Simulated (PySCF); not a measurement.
Species: 4-propylbenzaldehyde, C₁₀H₁₂O.
Atom-mapped SMILES: `[CH3:1][CH2:2][CH2:3][c:4]1[cH:5][cH:6][c:7]([CH:8]=[O:9])[cH:10][cH:11]1` (hydrogens: H12, H13, H14 on C1; H15, H16 on C2; H17, H18 on C3; H19 on C5; H20 on C6; H21 on C8; H22 on C10; H23 on C11)

Computed with PBE0-D3(BJ)/def2-SVP geometry optimisation, gas phase in PySCF.

Question: What internal coordinates does the optimisation give?

Answer: 
| bond | length (pm) | order |
| --- | --- | --- |
| C1–C2 | 152.0 | single |
| C2–C3 | 153.4 | single |
| C3–C4 | 150.3 | single |
| C4–C5, C4–C11 | 140.2 | aromatic |
| C5–C6, C10–C11 | 138.9 | aromatic |
| C6–C7, C7–C10 | 139.9 | aromatic |
| C7–C8 | 147.7 | single |
| C8=O9 | 120.6 | double |
| C1–H12, C1–H13, C1–H14 | 110.1 | single |
| C2–H15, C2–H16 | 110.3 | single |
| C3–H17, C3–H18 | 110.2 | single |
| C5–H19, C11–H23 | 109.4 | single |
| C6–H20, C10–H22 | 109.3 | single |
| C8–H21 | 112.1 | single |

Bonds in one row agree within 1 pm and their mean is given. Orders are formal, as drawn. A selection of angles:
| angle | degrees |
| --- | --- |
| C1–C2–C3 | 114.0 |
| C2–C3–C4 | 113.2 |
| C3–C4–C5 | 121.2 |
| C3–C4–C11 | 120.3 |
| C5–C4–C11 | 118.5 |
| C4–C5–C6 | 120.7 |
| C5–C6–C7 | 120.3 |
| C6–C7–C8 | 120.4 |
| C6–C7–C10 | 119.5 |
| C7–C8–O9 | 124.7 |

Dihedral angles: C1–C2–C3–C4 -64° (synclinal); C2–C3–C4–C5 99° (anticlinal); C6–C7–C8–O9 180° (antiperiplanar). The mirror-image conformer, all signs reversed, is as good.

Of the pairs four or more bonds apart, O9···H22 is among the closest relative to their van der Waals radii: 2.57 Å, 94 % of the sum of Bondi's values. The 6-membered ring C4–C5–C6–C7–C10–C11 has internal angles of 118.5° to 121.0° (sum 720°, against 720° for a flat polygon); it is planar, 0.00 Å rms from its mean plane, widest ring torsion 0°. The C–C distances run from 1.386 Å (C10–C11, aromatic) to 1.534 Å (C2–C3, drawn single), a spread of 0.148 Å.

Point group: C1 (no symmetry element, even within 0.4 Å). Not checked by PBE0-D3(BJ)/def2-SVP frequencies. The numbers are those of one conformer.
